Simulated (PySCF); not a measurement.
**Working out the excitation energy of O⁺**

O⁺ [He] 2s2 2p3 (4S) → O⁺ [He] 2s2 2p2 3s1 (4P). Calculation: PySCF 2.14, in dyall-av2z; the non-relativistic Hamiltonian (point nucleus). Frozen: 1s2; the 8 highest virtual orbitals dropped. Energies in hartree (1 hartree = 27.21139 eV):

```json
{"part": "UHF", "O⁺ (lower)": "-74.374289", "O⁺ (upper)": "-73.536697"}
{"part": "CCSD correlation", "O⁺ (lower)": "-0.101038", "O⁺ (upper)": "-0.099620"}
{"part": "(T)", "O⁺ (lower)": "-0.000970", "O⁺ (upper)": "-0.001621"}
```

**Question.** What does Hartree-Fock give?

**Answer.** (-73.536697) − (-74.374289) = 0.837592 hartree = 22.792 eV.

**Question.** What do CCSD and CCSD(T) give?

**Answer.** The CCSD correlation energies differ by 0.001418 hartree = 0.039 eV and the triples by -0.000651 hartree = -0.018 eV, so CCSD gives 22.831 eV and CCSD(T) 22.813 eV.

Measured between the centres of the two terms (NIST): 22.987 eV, so CCSD(T) (valence) is off by -0.174 eV.

A double-zeta basis recovers only part of the correlation energy.

What remains against the reference includes basis incompleteness, the frozen core and higher excitations.
